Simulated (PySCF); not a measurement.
These 5 structures share the formula C3H7FOSi. Method used: PBE0-D3(BJ)/def2-SVP geometry optimisation, gas phase (PySCF 2.14.0). One conformer each; no zero-point energy, no entropy. No frequencies were run at this level. Point groups hold within 0.08 Å.

Question: Order them by energy at this level, lowest first, and give relative energies in kcal/mol.
A. `[F:1][CH2:2]/[CH:3]=[CH:4]\[O:5][SiH3:6]` with F1–C2–C3–C4 125°, C3–C4–O5–Si6 -161°
B. `[CH2:1]=[C:2]([CH2:3][F:4])[O:5][SiH3:6]` with C1–C2–C3–F4 0°, C1–C2–O5–Si6 -6°
C. `[CH3:1][O:2][C@@:3]1([F:4])[CH2:5][SiH2:6]1` with C1–O2–C3–F4 -67°
D. `[CH2:1]=[C:2]([CH2:3][F:4])[SiH2:5][OH:6]` with C1–C2–C3–F4 -146°, C1–C2–Si5–O6 118°, C2–Si5–O6–H 41°
E. `[F:1][C@@H:2]1[CH2:3][C@@H:4]1[O:5][SiH3:6]` with C3–C4–O5–Si6 -116°

Answer: D (0.0), B (10.2), A (13.8), E (20.1), C (46.6).

As drawn, the lowest has an O–H bond, an Si–O bond and a C=C bond outside aromatic rings, which the highest lacks; the highest has a three-membered ring, which the lowest lacks.

```
                 SMILES      E (Eh)  E rel (kcal/mol)  dipole (D)  point group     A, B, C (MHz)
         C=C(CF)[SiH2]O  -582.35415               0.0        2.80           C1  3298, 2573, 1627
         C=C(CF)O[SiH3]  -582.33790              10.2        1.74      near Cs  8564, 1356, 1197
         FC/C=C\O[SiH3]  -582.33218              13.8        2.70           C1  8653, 1075, 1012
F[C@@H]1C[C@@H]1O[SiH3]  -582.32217              20.1        1.84           C1  5238, 2195, 1723
    CO[C@@]1(F)C[SiH2]1  -582.27995              46.6        1.64           C1  5020, 2120, 1886
```

Q: How do the relative energies change in single points at PBE0/pcSseg-1 (no added dispersion term) on the same geometries?

A: 
```json
{"SMILES": "C=C(CF)[SiH2]O", "PBE0-D3(BJ)/def2-SVP (kcal/mol)": "0.0", "PBE0/pcSseg-1 (kcal/mol)": "0.0", "shift": "0.0"}
{"SMILES": "C=C(CF)O[SiH3]", "PBE0-D3(BJ)/def2-SVP (kcal/mol)": "10.2", "PBE0/pcSseg-1 (kcal/mol)": "11.9", "shift": "+1.7"}
{"SMILES": "FC/C=C\\O[SiH3]", "PBE0-D3(BJ)/def2-SVP (kcal/mol)": "13.8", "PBE0/pcSseg-1 (kcal/mol)": "14.6", "shift": "+0.8"}
{"SMILES": "F[C@@H]1C[C@@H]1O[SiH3]", "PBE0-D3(BJ)/def2-SVP (kcal/mol)": "20.1", "PBE0/pcSseg-1 (kcal/mol)": "23.7", "shift": "+3.6"}
{"SMILES": "CO[C@@]1(F)C[SiH2]1", "PBE0-D3(BJ)/def2-SVP (kcal/mol)": "46.6", "PBE0/pcSseg-1 (kcal/mol)": "48.5", "shift": "+1.9"}
```

Each column counts from its own lowest isomer. The order is unchanged; the largest shift is 3.6 kcal/mol.
